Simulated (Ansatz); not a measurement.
Geometry optimisation, UKS PBE0/def2-SVP in Ansatz.

input.yaml

```yaml
crystal:
  periodic: [false, false, false]
  atoms:
    - { symbol: B, position_ang: [0.0, 0.0, 0.0] }
    - { symbol: H, position_ang: [0.0, 0.0, 1.44] }
    - { symbol: O, position_ang: [1.2211, 0.0, -0.705] }
    - { symbol: H, position_ang: [1.5209, -0.9519, -0.8599] }
    - { symbol: O, position_ang: [-1.2211, 0.0, -0.705] }
    - { symbol: H, position_ang: [-1.7308, -0.8467, -0.4965] }
    - { symbol: Si, position_ang: [0.0, 0.0, 3.2] }
    - { symbol: H, position_ang: [-0.7436, -1.1581, 3.6874] }
    - { symbol: H, position_ang: [1.3747, -0.0649, 3.6874] }
    - { symbol: H, position_ang: [-0.6311, 1.223, 3.6874] }
magnetization:
  spin_polarized: true
  initial_magnetization: 1
basis:
  gaussian: { orbitals: def2-SVP }
hamiltonian:
  xc: pbe0
relax:
  f_tol: 0.15
  max_steps: 25
  restrain:
    - { distance: [1, 6], at: 1.46, k: 30.0 }
    - { distance: [0, 1], at: 2.39, k: 30.0 }
output:
  orbitals: {}
```

Run as:

```bash
$ ansatz run input.yaml --threads 4 --pin off --max-ram 5120MiB --backend cpu --events-out ev --progress --plain --runs-dir out
```

Where does it end, and by what steps?

The run converged. The restraints hold the end off the free minimum; the threshold counts their pulls, which the force column leaves out. Restrained pairs: H2–Si7 (1.76 → 1.47 Å), B1–H2 (1.44 → 2.39 Å). After 13 steps the energy has fallen by 1.045 eV (the restraints' own energy left out); B1 moved furthest, 0.82 Å.

| step | energy less start (eV) | largest force component (eV/Å) | accepted |
| --- | --- | --- | --- |
| 0 | 0.0000 | 2.000 | yes |
| 1 | 0.0078 | 1.273 | yes |
| 2 | 0.2337 | 2.497 | yes |
| 3 | -0.1568 | 1.890 | yes |
| 4 | -0.6245 | 1.074 | yes |
| 5 | -0.7643 | 1.807 | yes |
| 6 | -0.8962 | 1.351 | yes |
| 7 | -1.0265 | 0.446 | yes |
| 8 | -1.0299 | 0.557 | yes |
| 9 | -1.0399 | 0.459 | yes |
| 10 | -1.0441 | 0.419 | yes |
| 11 | -1.0444 | 0.486 | no |
| 12 | -1.0440 | 0.426 | no |
| 13 | -1.0447 | 0.431 | yes |

```xyz
10
Properties=species:S:1:pos:R:3
B -0.034 -0.589 -0.566
H -0.058 -0.337 1.814
O 1.128 0.010 -0.899
H 1.886 -0.567 -0.763
O -1.205 0.063 -0.714
H -1.958 -0.471 -0.448
Si -0.005 -0.047 3.259
H -0.756 -1.104 4.002
H 1.416 -0.040 3.718
H -0.625 1.283 3.533
```

The run took 18 s on 4 threads of Arm Neoverse V2, with other jobs on the host, peak memory 0.23 GiB.
